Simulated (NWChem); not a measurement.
Program: NWChem. System: diiodomethane (CH2I2), charge 0, spin multiplicity 1, at a geometry optimised with B3LYP/def2-SVP with def2 effective core potentials on I. Level: PBE0/def2-TZVPP with def2 effective core potentials on I.

Job file:

```
start mol
memory heap 200 mb stack 900 mb global 1100 mb
geometry units angstroms nocenter noautoz
  I      1.839079     0.000000     0.090760
  C      0.000000     0.000000    -1.048982
  I     -1.839079     0.000000     0.090760
  H      0.000000     0.904558    -1.663358
  H      0.000000    -0.904558    -1.663358
  symmetry group C2v
end
basis spherical
  * library def2-tzvpp
end
ecp
  I library def2-ecp
end
dft
  xc pbe0
  semidirect memsize 60000000 filesize 0
  iterations 100
end
task dft energy
```

Output (cleaned and shortened):

```
             Northwest Computational Chemistry Package (NWChem) 7.3.0
             --------------------------------------------------------

                                NWChem Input Module
                                -------------------

 Scaling coordinates for geometry "geometry" by  1.889725989
 (inverse scale =  0.529177249)

 Turning off AUTOSYM since
 SYMMETRY directive was detected!

                             Geometry "geometry" -> ""
                             -------------------------

 Output coordinates in angstroms (scale by  1.889725989 to convert to a.u.)

  No.       Tag          Charge          X              Y              Z
 ---- ---------------- ---------- -------------- -------------- --------------
    1 I                   53.0000     1.83907900     0.00000000     0.09076000
    2 C                    6.0000     0.00000000     0.00000000    -1.04898200
    3 I                   53.0000    -1.83907900     0.00000000     0.09076000
    4 H                    1.0000     0.00000000     0.90455800    -1.66335800
    5 H                    1.0000     0.00000000    -0.90455800    -1.66335800

 Effective nuclear repulsion energy (a.u.)     607.3704761000

            Nuclear Dipole moment (a.u.)
            ----------------------------
        X                 Y               Z
 ---------------- ---------------- ----------------
     0.0000000000     0.0000000000    -0.0000907068

      Symmetry information
      --------------------

 Group name             C2v
 Group number             16
 Group order               4
 No. of unique centers     3

      Symmetry unique atoms

     1    2    4


 Summary of "ao basis" -> "" (spherical)
 ------------------------------------------------------------------------------
       Tag                 Description            Shells   Functions and Types
 ---------------- ------------------------------  ------  ---------------------
 *                         def2-tzvpp                 on all atoms

                                 NWChem DFT Module
                                 -----------------

 Summary of "ao basis" -> "ao basis" (spherical)
 ------------------------------------------------------------------------------
       Tag                 Description            Shells   Functions and Types
 ---------------- ------------------------------  ------  ---------------------
 I                         def2-tzvpp               16       50   6s5p3d2f
 C                         def2-tzvpp               11       31   5s3p2d1f
 H                         def2-tzvpp                6       14   3s2p1d

 Summary of "ao basis" -> "ao basis" (spherical)
 ------------------------------------------------------------------------------
       Tag                 Description            Shells   Functions and Types
 ---------------- ------------------------------  ------  ---------------------
 I                         def2-tzvpp               16       50   6s5p3d2f
 C                         def2-tzvpp               11       31   5s3p2d1f
 H                         def2-tzvpp                6       14   3s2p1d

      Symmetry analysis of basis
      --------------------------

        a1         57
        a2         24
        b1         44
        b2         34

            General Information
            -------------------
          SCF calculation type: DFT
          Wavefunction type:  closed shell.
          No. of atoms     :     5
          No. of electrons :    58
           Alpha electrons :    29
[...]
 d= 0,ls=0.0,diis     4   -634.7100615526 -8.39D-04  1.65D-04  2.18D-03     4.3
 d= 0,ls=0.0,diis     5   -634.7102502291 -1.89D-04  4.50D-05  5.61D-05     4.6
  Resetting Diis
 d= 0,ls=0.0,diis     6   -634.7102550952 -4.87D-06  1.30D-05  9.45D-06     5.0
 d= 0,ls=0.0,diis     7   -634.7102558652 -7.70D-07  4.52D-06  2.31D-07     5.4

         Total DFT energy =     -634.710255865181
      One electron energy =    -1465.169222019163
           Coulomb energy =      692.008007876685
    Exchange-Corr. energy =      -50.557963985514
 Nuclear repulsion energy =      189.008922262812

 Numeric. integr. density =       57.999988240491

     Total iterative time =      4.5s

                  Occupations of the irreducible representations
                  ----------------------------------------------

                     irrep           alpha         beta
                     --------     --------     --------
                     a1               11.0         11.0
                     a2                4.0          4.0
                     b1                9.0          9.0
                     b2                5.0          5.0

                       DFT Final Molecular Orbital Analysis
                       ------------------------------------

 Vector   27  Occ=2.000000D+00  E=-2.858707D-01  Symmetry=a2
              MO Center= -1.3D-12, -6.7D-15,  6.4D-02, r^2= 5.4D+00
   Bfn.  Coefficient  Atom+Function         Bfn.  Coefficient  Atom+Function
  ----- ------------  ---------------      ----- ------------  ---------------
    17      0.400603  1 I  py                98     -0.400603  3 I  py
    11     -0.329858  1 I  py                92      0.329858  3 I  py
    14      0.263926  1 I  py                95     -0.263926  3 I  py
    20      0.194223  1 I  py               101     -0.194223  3 I  py
     8     -0.041902  1 I  py                89      0.041902  3 I  py

 Vector   28  Occ=2.000000D+00  E=-2.796383D-01  Symmetry=b2
              MO Center=  1.3D-12, -2.9D-15,  2.1D-02, r^2= 5.3D+00
   Bfn.  Coefficient  Atom+Function         Bfn.  Coefficient  Atom+Function
  ----- ------------  ---------------      ----- ------------  ---------------
    17      0.385764  1 I  py                98      0.385764  3 I  py
    11     -0.317622  1 I  py                92     -0.317622  3 I  py
    14      0.254724  1 I  py                95      0.254724  3 I  py
    20      0.192122  1 I  py               101      0.192122  3 I  py
    57     -0.093435  2 C  py                60     -0.084495  2 C  py

 Vector   29  Occ=2.000000D+00  E=-2.726723D-01  Symmetry=b1
              MO Center= -9.4D-15,  4.1D-15,  2.6D-02, r^2= 5.7D+00
   Bfn.  Coefficient  Atom+Function         Bfn.  Coefficient  Atom+Function
  ----- ------------  ---------------      ----- ------------  ---------------
    18     -0.290373  1 I  pz                99      0.290373  3 I  pz
    16      0.286936  1 I  px                97      0.286936  3 I  px
    10     -0.238892  1 I  px                12      0.238286  1 I  pz
    91     -0.238892  3 I  px                93     -0.238286  3 I  pz
    13      0.193614  1 I  px                94      0.193614  3 I  px

 Vector   30  Occ=0.000000D+00  E=-7.635929D-02  Symmetry=a1
              MO Center= -7.7D-14, -2.4D-15, -1.7D-01, r^2= 5.9D+00
   Bfn.  Coefficient  Atom+Function         Bfn.  Coefficient  Atom+Function
  ----- ------------  ---------------      ----- ------------  ---------------
    55      0.691395  2 C  s                 54      0.385622  2 C  s
    19      0.370454  1 I  px               100     -0.370454  3 I  px
     6     -0.290751  1 I  s                 87     -0.290751  3 I  s
    16      0.289205  1 I  px                97     -0.289205  3 I  px
    64      0.273563  2 C  pz                61      0.216548  2 C  pz

 Vector   31  Occ=0.000000D+00  E=-2.422497D-02  Symmetry=b1
              MO Center= -1.6D-14,  3.5D-16, -1.3D-01, r^2= 6.1D+00
   Bfn.  Coefficient  Atom+Function         Bfn.  Coefficient  Atom+Function
  ----- ------------  ---------------      ----- ------------  ---------------
    62      0.675753  2 C  px                 6     -0.466808  1 I  s
    87      0.466808  3 I  s                 19      0.416290  1 I  px
   100      0.416290  3 I  px                21      0.352625  1 I  pz
   102     -0.352625  3 I  pz                59      0.340596  2 C  px
    56      0.336957  2 C  px                16      0.210500  1 I  px

 Vector   32  Occ=0.000000D+00  E= 5.826990D-02  Symmetry=a1
              MO Center= -8.6D-16,  3.0D-14, -1.5D+00, r^2= 5.2D+00
   Bfn.  Coefficient  Atom+Function         Bfn.  Coefficient  Atom+Function
  ----- ------------  ---------------      ----- ------------  ---------------
    55      2.071498  2 C  s                134     -1.968113  4 H  s
   148     -1.968113  5 H  s                 64     -1.239309  2 C  pz
    54      0.586891  2 C  s                 61     -0.282882  2 C  pz
    19     -0.260025  1 I  px               100      0.260025  3 I  px
     5      0.228642  1 I  s                 86      0.228642  3 I  s

 center of mass
 --------------
 x =   0.00000000 y =   0.00000000 z =   0.05005864

 moments of inertia (a.u.)
 ------------------
          79.753137199221           0.000000000000           0.000000000000
           0.000000000000        3139.293719725137           0.000000000000
           0.000000000000           0.000000000000        3071.319777974151

     Multipole analysis of the density
     ---------------------------------

     L   x y z        total         alpha         beta         nuclear
     -   - - -        -----         -----         ----         -------
     0   0 0 0     -0.000000    -29.000000    -29.000000     58.000000

     1   1 0 0     -0.000000     -0.000000     -0.000000      0.000000
     1   0 1 0     -0.000000     -0.000000     -0.000000      0.000000
     1   0 0 1     -0.464297      4.570220      4.570220     -9.604736

     2   2 0 0    -44.633987   -324.269369   -324.269369    603.904751
     2   1 1 0     -0.000000     -0.000000     -0.000000      0.000000
     2   1 0 1     -0.000000     -0.000000     -0.000000      0.000000
     2   0 2 0    -45.241332    -25.542601    -25.542601      5.843869
     2   0 1 1     -0.000000     -0.000000     -0.000000      0.000000
     2   0 0 2    -43.003300    -43.905736    -43.905736     44.808172

 Task  times  cpu:        5.4s     wall:        5.4s

 Total times  cpu:        5.4s     wall:        5.4s
```
